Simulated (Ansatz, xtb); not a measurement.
## C5H3BrO3: 5 structures ranked

5 gas-phase structures of C5H3BrO3, from a drawn sample of its isomers (lower ones may exist). Each was relaxed with GFN2-xTB; where two conformers were screened, the lower at r2SCAN-D4/def2-SVP is listed:

A. `O=C1C=C(Br)C(=O)OC1`, a singlet
B. `O=C(O)c1ccc(Br)o1`, a singlet
C. `O=COc1coc(Br)c1`, a singlet
D. `C=C(Br)C1C(=O)OC1=O`, a singlet
E. `CC1=C(Br)C(=O)OC1=O`, a singlet

Problem. Estimate their order in r2SCAN-D4/def2-SVP energy at these geometries, lowest first.

Solution. Calculated order at r2SCAN-D4/def2-SVP: E (0.0), B (11.8), A (22.3), D (28.3), C (31.7) kcal/mol.

Energies above the lowest of each column, in kcal/mol; the last columns are at B3LYP-D3(BJ)/def2-SVP geometries and were run for some of them only (a dash: not run or not comparable):

```json
{"structure": "E", "GFN2-xTB": "2.0", "HF/STO-3G": "0.0", "r2SCAN-D4/def2-SVP": "0.0", "B3LYP-D3(BJ)/def2-SVP": "0.0", "CCSD(T)/def2-SVP + ΔMP2/def2-TZVPP": "0.0"}
{"structure": "B", "GFN2-xTB": "0.0", "HF/STO-3G": "13.2", "r2SCAN-D4/def2-SVP": "11.8", "B3LYP-D3(BJ)/def2-SVP": "11.7", "CCSD(T)/def2-SVP + ΔMP2/def2-TZVPP": "11.5"}
{"structure": "A", "GFN2-xTB": "18.7", "HF/STO-3G": "25.7", "r2SCAN-D4/def2-SVP": "22.3", "B3LYP-D3(BJ)/def2-SVP": "20.3", "CCSD(T)/def2-SVP + ΔMP2/def2-TZVPP": "22.0"}
{"structure": "D", "GFN2-xTB": "28.1", "HF/STO-3G": "31.9", "r2SCAN-D4/def2-SVP": "28.3", "B3LYP-D3(BJ)/def2-SVP": "–", "CCSD(T)/def2-SVP + ΔMP2/def2-TZVPP": "–"}
{"structure": "C", "GFN2-xTB": "6.5", "HF/STO-3G": "19.5", "r2SCAN-D4/def2-SVP": "31.7", "B3LYP-D3(BJ)/def2-SVP": "–", "CCSD(T)/def2-SVP + ΔMP2/def2-TZVPP": "–"}
```

CCSD(T)/def2-SVP + ΔMP2/def2-TZVPP puts E lowest of those it was run on; GFN2-xTB picks B. Flexible structures stand in one conformer each, not always the lowest. Frequencies (GFN2-xTB) were run for A, B, E alone. ΔMP2 is the change of the MP2 energy from the smaller to the larger basis.

Over these structures GFN2-xTB departs from r2SCAN-D4/def2-SVP by 8.6 kcal/mol on average once a common shift is removed. A GFN2-xTB relaxation took about 0.058 s and the r2SCAN-D4/def2-SVP energy about 2.2 s on a shared host (Ansatz 0.2.0, xtb 6.7.1).
